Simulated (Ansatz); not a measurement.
Reactions of FH3S3Sn (`[F][Sn]([SH])([SH])[SH]`).

Gas-phase electronic energies from Ansatz, PBE0-D4/def2-TZVP geometries. CCSD(T)/CBS is the MP2 limit (def2-TZVPP, def2-QZVPP) plus CCSD(T) − MP2 in def2-TZVPP, frozen cores. This one scheme is used for every species, atoms too. DFT in def2-TZVPP. No spin–orbit coupling; open shells (•) take unrestricted orbitals. Spin–orbit coupling would lower the free atoms: a little for F, S; strongly for Sn. def2 core potentials past Kr. For Sn outer-core shells are correlated without core-valence functions, so the limit isn't a true one: a few kJ/mol of doubt a bond, and 10 to 20 or more in all where bonds break to atoms. One conformer a species, not always the lowest.

| reaction | PBE-D4 (kJ/mol) | PBE0-D4 (kJ/mol) | CCSD/CBS(def2) (kJ/mol) | HF/CBS(def2) (kJ/mol) | CCSD(T)/CBS(def2) (kJ/mol) |
| --- | --- | --- | --- | --- | --- |
| `[F][Sn]([SH])([SH])[SH]` + H–F → `[F][Sn]([F])([SH])[SH]` + H₂S | 14 | 19 | 12 | -7 | 15 |
| `[F][Sn]([SH])([SH])[SH]` + H₂ → `[SH][SnH]([SH])[SH]` + H–F | 45 | 35 | 36 | 36 | 40 |
| `[F][Sn]([SH])([SH])[SH]` → `SS` + `[F][Sn][SH]` | 113 | 132 | 135 | 125 | 140 |
| `[F][Sn]([SH])([SH])[SH]` + H₂S → `[SH][Sn]([SH])([SH])[SH]` + H–F | -8 | -14 | -9 | 11 | -11 |
| `[F][Sn]([SH])([SH])[SH]` + HCl → `[SH][Sn]([SH])([SH])[Cl]` + H–F | -31 | -39 | -37 | -30 | -37 |
| `[F][Sn]([SH])([SH])[SH]` → F• + `[SH][Sn]([SH])[SH]`• | 469 | 454 | 478 | 327 | 488 |
| `[F][Sn]([SH])([SH])[SH]` → F• + 3 H• + 3 S• + Sn• | 2372 | 2309 | 2292 | 1540 | 2351 |

Largest T1 diagnostic: 0.017, for `[SH][Sn]([SH])[SH]`•.
